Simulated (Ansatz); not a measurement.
Species: triiodo(methyl)silane, CH3I3Si, charge 0, multiplicity 1. 
Coordinates optimised at B3LYP-D3(BJ)/def2-TZVP (Ansatz, a program for electronic structure):
SMILES: C[Si](I)(I)I
```xyz
8

C     -2.4662     0.2494     0.0733
Si    -0.6163     0.0623     0.0183
I      0.4115     2.2215    -0.5410
I      0.1993    -0.6858     2.2107
I     -0.0086    -1.5967    -1.6876
H     -2.7381     0.9857     0.8303
H     -2.8304     0.5815    -0.8995
H     -2.9245    -0.7086     0.3215
```
Charge 0, spin multiplicity 1.

Property: atomisation energy (electronic, to ground-state atoms), in kcal/mol. Cores are frozen in the correlated levels unless marked. UHF or UKS for open shells. No spin-orbit coupling. The frozen core is the preceding noble-gas configuration, with the filled d and f shells of earlier blocks. In def2 rows, elements after Kr have scalar-relativistic effective core potentials. The coupled-cluster limit lacks core correlation, which all-electron functionals hold. CBS(X,Y): correlation extrapolated as X^-3; Hartree-Fock from the larger set.

```json
[
 {"level": "BLYP-D3(BJ)/def2-TZVPD", "program": "Ansatz + dftd3", "atomisation energy (kcal/mol)": "580.7"},
 {"level": "B3LYP-D4/def2-TZVPD", "program": "Ansatz + dftd4", "atomisation energy (kcal/mol)": "583.0"},
 {"level": "B3LYP/def2-TZVPD", "program": "Ansatz", "atomisation energy (kcal/mol)": "568.0"},
 {"level": "B2GP-PLYP-D4/def2-TZVPD", "program": "Ansatz + dftd4", "atomisation energy (kcal/mol)": "?"},
 {"level": "PBE-QIDH/def2-TZVPD", "program": "Ansatz", "atomisation energy (kcal/mol)": "?"},
 {"level": "CCSD/def2-TZVPPD", "program": "Ansatz", "atomisation energy (kcal/mol)": "557.5"},
 {"level": "CCSD(T)/CBS(def2-TZVPPD,def2-QZVPPD)", "program": "Ansatz", "atomisation energy (kcal/mol)": "588.1"}
]
```

### Question
Fill in the missing entries.

### Answer

- B2GP-PLYP-D4/def2-TZVPD, atomisation energy (kcal/mol): 577.2
- PBE-QIDH/def2-TZVPD, atomisation energy (kcal/mol): 586.7
